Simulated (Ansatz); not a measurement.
`C[Si](C)(C)C#Cc1cc2sc(-c3cc4sc(-c5cc6sc(-c7cc8sc(-c9cc%10sc(-c%11cc%12sc(C#C[Si](C)(C)C)cc%12s%11)cc%10s9)cc8s7)cc6s5)cc4s3)cc2s1`. Charge 0, multiplicity 3. Geometry r2SCAN-D4/def2-SVP, that of the neutral singlet; atoms count from 1.

```xyz
90

C   -11.864   -7.004  -17.773
Si  -10.591   -5.721  -18.289
C   -11.433   -4.184  -18.966
C    -9.410   -6.438  -19.563
C    -9.627   -5.248  -16.789
C    -8.996   -4.953  -15.773
C    -8.275   -4.613  -14.619
C    -8.219   -5.302  -13.410
C    -7.385   -4.649  -12.482
S    -6.895   -4.962  -10.847
C    -5.906   -3.502  -10.819
C    -5.175   -3.164   -9.629
C    -5.105   -3.869   -8.432
C    -4.288   -3.214   -7.488
S    -3.803   -3.537   -5.855
C    -2.847   -2.056   -5.800
C    -2.141   -1.707   -4.600
C    -2.000   -2.452   -3.432
C    -1.251   -1.759   -2.459
S    -0.740   -2.095   -0.836
C     0.063   -0.530   -0.718
C     0.723   -0.153    0.500
C     0.932   -0.914    1.646
C     1.604   -0.179    2.644
S     2.147   -0.511    4.258
C     2.782    1.124    4.430
C     3.411    1.547    5.652
C     3.978    2.791    5.922
C     4.493    2.854    7.232
S     5.296    4.069    8.174
C     5.409    2.982    9.559
C     6.028    3.438   10.772
C     6.586    4.684   11.040
C     7.098    4.757   12.353
S     7.892    5.977   13.290
C     8.006    4.890   14.680
C     8.606    5.333   15.867
C     9.138    5.733   16.903
Si    9.916    6.300   18.477
C    11.593    5.470   18.649
C     8.791    5.805   19.899
C    10.108    8.167   18.400
C     7.448    3.642   14.412
C     6.939    3.575   13.100
S     6.142    2.354   12.158
C     4.847    1.738    9.288
C     4.332    1.672    7.978
S     3.525    0.461    7.035
C     2.580    1.881    3.278
C     1.918    1.142    2.279
S     1.368    1.481    0.670
C    -0.066    0.208   -1.892
C    -0.808   -0.488   -2.866
S    -1.332   -0.144   -4.483
C    -2.911   -1.353   -7.001
C    -3.725   -2.010   -7.945
S    -4.218   -1.683   -9.576
C    -5.962   -2.813  -12.026
C    -6.797   -3.463  -12.961
S    -7.285   -3.149  -14.592
H   -11.378   -7.897  -17.350
H   -12.549   -6.600  -17.011
H   -12.468   -7.324  -18.639
H   -12.021   -4.427  -19.867
H   -12.116   -3.743  -18.223
H   -10.694   -3.414  -19.243
H    -8.642   -5.703  -19.851
H    -9.955   -6.736  -20.475
H    -8.894   -7.328  -19.170
H    -8.767   -6.230  -13.240
H    -5.628   -4.812   -8.265
H    -2.426   -3.449   -3.308
H     0.609   -1.953    1.737
H     4.011    3.603    5.196
H     6.613    5.493   10.308
H    12.256    5.735   17.810
H    12.089    5.780   19.584
H    11.494    4.373   18.666
H     8.649    4.713   19.932
H     7.798    6.271   19.801
H     9.221    6.120   20.865
H    10.571    8.548   19.325
H     9.131    8.663   18.280
H    10.745    8.467   17.553
H     7.426    2.841   15.152
H     4.817    0.927   10.019
H     2.897    2.920    3.183
H     0.365    1.203   -2.019
H    -2.383   -0.412   -7.168
H    -5.418   -1.885  -12.207
```

Single mean-field runs in def2-SVP are fitted with def2-universal-jkfit. At PBE0-D4/def2-SVP a singlet of charge 0 lies 1.64 eV below the triplet at the same geometry.

(1) Estimate the Mulliken populations of the heavy atoms from the PBE0/def2-SVP orbitals of Ansatz.

(2) Where does the spin sit?

(3) And the Mayer bond orders between heavy atoms (over 0.3, the first 40 of 71)?

Answers

(1) 
```csv
atom,charge (e),spin (α − β)
C1,-0.32,0.00
Si2,0.52,0.00
C3,-0.32,0.00
C4,-0.31,0.00
C5,-0.40,0.03
C6,0.15,-0.02
C7,-0.18,0.04
C8,0.04,-0.03
C9,-0.06,0.04
S10,0.14,0.01
C11,-0.10,-0.05
C12,-0.09,0.11
C13,-0.03,-0.06
C14,-0.05,0.09
S15,0.14,0.01
C16,-0.10,-0.08
C17,-0.09,0.21
C18,-0.03,-0.08
C19,-0.05,0.15
S20,0.13,0.02
C21,-0.09,0.02
C22,-0.09,0.22
C23,-0.04,0.08
C24,-0.04,0.08
S25,0.14,0.02
C26,-0.09,0.25
C27,-0.10,-0.03
C28,-0.02,0.21
C29,-0.05,-0.07
S30,0.14,0.00
C31,-0.09,0.20
C32,-0.10,-0.08
C33,-0.03,0.13
C34,-0.06,-0.05
S35,0.18,0.00
C36,-0.18,0.09
C37,0.15,-0.04
C38,-0.40,0.06
Si39,0.52,0.00
C40,-0.31,0.00
C41,-0.32,0.00
C42,-0.32,0.00
C43,0.04,-0.05
C44,-0.06,0.07
S45,0.14,0.01
C46,-0.03,-0.09
C47,-0.05,0.15
S48,0.15,0.02
C49,-0.03,0.03
C50,-0.04,0.10
S51,0.13,0.02
C52,-0.03,0.20
C53,-0.05,-0.05
S54,0.14,0.00
C55,-0.03,0.14
C56,-0.05,-0.05
S57,0.15,0.00
C58,-0.03,0.07
C59,-0.06,-0.03
S60,0.18,0.00
```
Mulliken values depend strongly on the basis.

(2) Summed by element: C 1.92, Si 0.00, S 0.11, H -0.03, of 2 unpaired in all. Largest on single atoms: C26 0.25, C22 0.22, C17 0.21.

(3) C1–Si2 1.03 (1.88 Å); Si2–C3 1.03 (1.88 Å); Si2–C4 1.03 (1.88 Å); Si2–C5 0.84 (1.84 Å); C5–C6 2.71 (1.23 Å); C6–C7 1.08 (1.40 Å); C7–C8 1.48 (1.39 Å); C7–S60 1.07 (1.77 Å); C8–C9 1.29 (1.41 Å); C9–S10 1.07 (1.74 Å); C9–C59 1.38 (1.41 Å); S10–C11 1.10 (1.76 Å); C11–C12 1.22 (1.44 Å); C11–C58 1.48 (1.39 Å); C12–C13 1.46 (1.39 Å); C12–S57 1.10 (1.76 Å); C13–C14 1.32 (1.41 Å); C14–S15 1.07 (1.73 Å); C14–C56 1.37 (1.41 Å); S15–C16 1.09 (1.76 Å); C16–C17 1.26 (1.44 Å); C16–C55 1.43 (1.39 Å); C17–C18 1.39 (1.39 Å); C17–S54 1.08 (1.76 Å); C18–C19 1.37 (1.41 Å); C19–S20 1.06 (1.74 Å); C19–C53 1.31 (1.41 Å); S20–C21 1.06 (1.76 Å); C21–C22 1.37 (1.44 Å); C21–C52 1.31 (1.39 Å); C22–C23 1.28 (1.39 Å); C22–S51 1.05 (1.76 Å); C23–C24 1.45 (1.41 Å); C24–S25 1.05 (1.73 Å); C24–C50 1.26 (1.41 Å); S25–C26 1.05 (1.76 Å); C26–C27 1.32 (1.44 Å); C26–C49 1.31 (1.39 Å); C27–C28 1.36 (1.39 Å); C27–S48 1.06 (1.76 Å).
